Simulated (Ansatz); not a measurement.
`C[Si](O)Cl` radical. Charge 0, multiplicity 2. The structure was optimised at the PBE0-D4/def2-TZVP level. It is one conformer, not always the lowest.

```xyz
8

C    -0.951    0.466    0.508
Si    0.829    0.128    0.082
O     0.949   -1.493   -0.167
Cl    1.328    1.142   -1.660
H    -1.114    1.533    0.658
H    -1.588    0.119   -0.311
H    -1.225   -0.068    1.420
H     1.771   -1.828   -0.531
```

Task: What is the dipole moment at PBE/def2-TZVPP? (Best estimate.)

Result: Computed: 0.99 D, with components (-0.16, -0.70, 0.69) D in this frame, pointing from negative to positive charge.

Task: And with r2SCAN, B3LYP, ωB97M-V? (Best estimate.)

Result: Ansatz gave: r2SCAN 1.04 D, B3LYP 1.02 D, ωB97M-V 1.04 D.

Task: Give the Mulliken charges with PBE, r2SCAN, B3LYP in def2-TZVPP. (Estimate.)

Result: The calculation gave: 
```
atom    PBE  r2SCAN  B3LYP
  C1  -0.34   -0.28  -0.35
 Si2   0.38    0.49   0.47
  O3  -0.32   -0.39  -0.36
 Cl4  -0.24   -0.27  -0.27
  H5   0.11    0.08   0.11
  H6   0.11    0.09   0.11
  H7   0.11    0.09   0.11
  H8   0.19    0.20   0.19
```

B3LYP here is the variant with VWN-RPA as its local correlation; programs differ in this.
